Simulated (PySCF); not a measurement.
## [Eu(SH)3]− at several levels of theory

Computed with PySCF 2.14.0 (density fitting, no spin-orbit coupling) at the geometry relaxed with PBE0:

```xyz
7
[Eu(SH)3]− (singlet in the valence; each metal's 4f electrons, 7 of them, lie in its core potential, out of spins and levels)
Eu    0.0000    0.0000    0.6209
S     2.8020    0.5141    0.6290
H     3.1322   -0.7986    0.6045
S    -1.8462    2.1696    0.6290
H    -0.8745    3.1119    0.6045
S    -0.9558   -2.6836    0.6290
H    -2.2577   -2.3133    0.6045
```

```
 level                                              basis    state  HOMO (eV)  gap (eV)  charge on Eu1 (e)  population of f-type functions on Eu1 (polarisation alone where 4f lies in the core)  dipole about the centre of mass (D)  largest force component (eV/Å)
  PBE0  Eu lcecp-0-SVP with ECP53, S def2-SVP, H def2-SVP  singlet          –         –               0.42                                                                                  0.01                                 0.09                            0.01
r2SCAN                                           the same  singlet          –         –               0.41                                                                                  0.01                                 0.09                            0.06
   PBE                                           the same  singlet          –         –               0.25                                                                                  0.01                                 0.08                            0.30
```

In the lcecp rows the 4f levels are missing from HOMO and gap, and the state counts the valence alone.

Charges are Mulliken's, which hang on the basis. The relaxation used the grid (50, 194), these runs (75, 302) or, all-electron (x2c bases, spin-free X2C Hamiltonian), (99, 590).

(1) What does PBE0 with Eu lcecp-0-TZVP with ECP53, S def2-TZVP, H def2-TZVP give here?

An lcecp potential fixes the number of 4f electrons, so in runs with it no electron can move into or out of that shell.

Results:

(1) state singlet, charge on Eu1 (e) 0.97, population of f-type functions on Eu1 (polarisation alone where 4f lies in the core) 0.02, dipole about the centre of mass (D) 0.09, largest force component (eV/Å) 0.23. Time: 14 s on 2 threads of Arm Neoverse V1 (shared host), from free ions and atoms.
